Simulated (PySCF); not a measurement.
C₄H₁₀OSi, SMILES C/C=C/OC[SiH3].

Geometry: PBE-D3(BJ)/def2-SVP. The structure was generated by enumeration; whether it is a known compound was not checked. Other conformers were not sampled.

The numbers are results of PySCF with PBE-D3(BJ)/def2-SVP, not measurements.

Frequencies are harmonic and unscaled.

| mode | ν (cm⁻¹) | IR (km/mol) | moving atoms (share of kinetic energy) |
|---|---|---|---|
| 1 | 16 | 0.2 | H 60 %, C 35 % |
| 2 | 47 | 1.0 | O 45 %, C 23 %, H 17 %, Si 14 % |
| 3 | 106 | 0.1 | C 36 %, H 24 %, Si 20 %, O 19 % |
| 4 | 164 | 1.2 | H 83 %, C 11 % |
| 5 | 196 | 1.2 | H 76 %, C 21 % |
| 6 | 222 | 0.6 | C 47 %, H 25 %, Si 22 % |
| 7 | 277 | 0.0 | C 48 %, H 36 %, O 16 % |
| 8 | 391 | 11.4 | C 46 %, H 19 %, Si 18 %, O 17 % |
| 9 | 469 | 3.6 | C 45 %, H 35 %, O 19 % |
| 10 | 493 | 8.9 | H 95 % |
| 11 | 602 | 24.8 | H 55 %, C 20 %, Si 13 %, O 12 % |
| 12 | 743 | 18.1 | C 47 %, H 39 %, Si 14 % |
| 13 | 771 | 8.5 | H 55 %, C 43 % |
| 14 | 837 | 28.0 | H 68 %, C 24 % |
| 15 | 879 | 248.4 | H 88 %, Si 11 % |
| 16 | 906 | 22.2 | H 97 % |
| 17 | 907 | 1.7 | H 75 %, C 20 % |
| 18 | 911 | 46.1 | H 92 % |
| 19 | 916 | 31.7 | H 91 % |
| 20 | 1007 | 0.1 | H 66 %, C 34 % |
| 21 | 1024 | 14.3 | C 62 %, O 29 %, H 9 % |
| 22 | 1114 | 3.1 | C 56 %, H 38 % |
| 23 | 1192 | 5.2 | H 91 % |
| 24 | 1205 | 353.5 | O 41 %, C 39 %, H 20 % |
| 25 | 1227 | 118.8 | H 63 %, C 30 % |
| 26 | 1254 | 1.6 | H 72 %, C 25 % |
| 27 | 1300 | 7.8 | H 79 %, C 19 % |
| 28 | 1352 | 0.9 | H 72 %, C 27 % |
| 29 | 1398 | 6.2 | H 97 % |
| 30 | 1410 | 32.6 | H 94 % |
| 31 | 1419 | 4.4 | H 95 % |
| 32 | 1710 | 100.5 | C 90 %, H 9 % |
| 33 | 2164 | 86.7 | H 98 % |
| 34 | 2182 | 74.8 | H 97 % |
| 35 | 2189 | 96.6 | H 96 % |
| 36 | 2903 | 66.3 | H 95 % |
| 37 | 2947 | 48.3 | H 97 % |
| 38 | 2952 | 26.7 | H 90 %, C 10 % |
| 39 | 3009 | 17.6 | H 91 %, C 9 % |
| 40 | 3048 | 19.7 | H 92 %, C 8 % |
| 41 | 3050 | 18.5 | H 91 %, C 9 % |
| 42 | 3097 | 11.5 | H 92 %, C 8 % |
